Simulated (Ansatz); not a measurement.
This geometry of BH4N + BrH (8 atoms, charge 0, multiplicity 1) is a first-order saddle point.

Theory: Ansatz, RKS B3LYP-D4/def2-SVP.

```xyz
8
Properties=species:S:1:pos:R:3
B 0.003 -0.031 0.260
N -0.009 0.056 1.750
H -0.811 -0.322 2.253
H 0.863 -0.101 2.253
H 1.068 -0.019 -0.286
H -1.031 -0.290 -0.286
Br -0.350 2.701 0.576
H -0.175 1.339 1.596
```

Problem. Which two structures does it join? (They come from a converged band through this point; their orientation in space is the band's.)

Solution. Bonds broken: Br7–H8. Bonds formed: B1–Br7, N2–H8. BH4N + BrH becomes BBrH5N.

First end point:

```xyz
8
Properties=species:S:1:pos:R:3
B 0.057 -0.437 0.200
N 0.024 -0.184 1.577
H -0.820 -0.269 2.135
H 0.860 -0.047 2.135
H 1.117 -0.396 -0.374
H -0.977 -0.671 -0.374
Br -0.446 3.382 1.423
H -0.257 1.954 1.394
```

Last end point:

```xyz
8
Properties=species:S:1:pos:R:3
B -0.006 0.450 0.203
N -0.135 0.150 1.799
H -0.280 -0.848 1.983
H 0.711 0.454 2.289
H 0.971 -0.150 -0.187
H -1.063 0.133 -0.298
Br 0.279 2.470 0.129
H -0.920 0.673 2.199
```

Problem. How far does it lie above each of them?

Solution. 0.64 eV above the first and 1.19 eV above the second. This is the barrier of this one path; another mechanism may lie lower. The orbitals stay closed-shell, which can raise the energy where a bond breaks towards radicals; this wasn't checked here.

Time of the run: 2.3 min on 2 threads of Arm Neoverse V2, with other jobs on the host, peak memory 0.17 GiB.
